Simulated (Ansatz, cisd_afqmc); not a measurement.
Species: Se, charge 0, triplet.

Total energies in aug-cc-pVDZ, 6 correlated electrons, 14 frozen orbitals. UHF or UKS for unpaired electrons; spin-orbit terms are left out. Cores are frozen in correlated methods (noble-gas shells, and filled d and f shells in the p block). No relativity. The Monte Carlo rows (phaseless AFQMC, CISD trial, step 0.005/hartree) carry one-sigma bars that omit the constraint's bias. Outlying blocks are dropped, and bars are widened where a walk drifts. Over all cases where full CI ran beside it in this data, AFQMC minus full CI had a median of +0.1 mEh and passed +0.4 mEh in a tenth of the cases.

```
method         program          energy (Eh)  minus CCSDTQ (mEh)
----------  ----------  -------------------  ------------------
HF              Ansatz          -2399.79959               94.53
MP2             Ansatz          -2399.87542               18.69
CCSD            Ansatz          -2399.89209                2.02
CCSD(T)         Ansatz          -2399.89365                0.47
CCSDT(Q)        Ansatz          -2399.89410                0.02
CCSDTQ          Ansatz          -2399.89411                0.00
AFQMC/CISD  cisd_afqmc  -2399.8940 ± 0.0001           0.1 ± 0.1
```

Ansatz is a first-principles code.
